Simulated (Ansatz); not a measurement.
```yaml
crystal:
  periodic: [false, false, false]
  atoms:
    - {symbol: In, position_ang: [0.395990, 0.691365, -0.018015]}
    - {symbol: H, position_ang: [2.105972, 0.497237, 0.035293]}
    - {symbol: H, position_ang: [-0.656190, 2.159876, -0.011704]}
    - {symbol: C, position_ang: [-0.649706, -1.182297, -0.020672]}
    - {symbol: N, position_ang: [-1.247956, -2.161625, 0.012438]}
basis:
  gaussian: {orbitals: STO-3G, final_grid: {core_spheres: 8, valence_spheres: 7, degree: 23}}
magnetization: {spin_polarized: true, initial_magnetization: 2}
hamiltonian: {xc: {name: r2SCAN0}}
scf: {omitted_lower_state_checks: [starts]}
```

```sh
$ ansatz run in.yaml --threads 4 --pin off --events-out ev --progress --plain --max-ram 3916MiB
```

It prints (some lines left out):

```
Functional definition: r2SCAN0
525 factors; integrals over basis functions are off by at most 5.8e-5 eV
mean field evaluation 1: about -157212.3188 eV, gradient 3.1e1 eV
mean field evaluation 2: about -157182.3824 eV, gradient 7.2e1 eV
mean field evaluation 4: about -157219.9372 eV, gradient 7.0e0 eV
mean field evaluation 8: about -157220.5256 eV, gradient 4.0e-1 eV
mean field evaluation 16: about -157220.4671 eV, gradient 1.4e-2 eV
mean field evaluation 32: about -157220.4672 eV, gradient 2.1e-5 eV
mean field -157220.46721040 eV, -5777.7456021222 hartree, gradient 5.9e-6 eV, S^2 2.012944; 0 other end points of the search recorded, 0 dependent functions left out
reference -157220.46721455 eV, -5777.7456022744 hartree; 33, 31 occupied and 6, 8 virtual orbitals, 525 factors
Total energy: -157220.46721455 eV, -5777.7456022744 hartree
Checks for a lower state left out: starts
```

It took 1.1 s on 4 threads of Arm Neoverse V2 on a shared host.
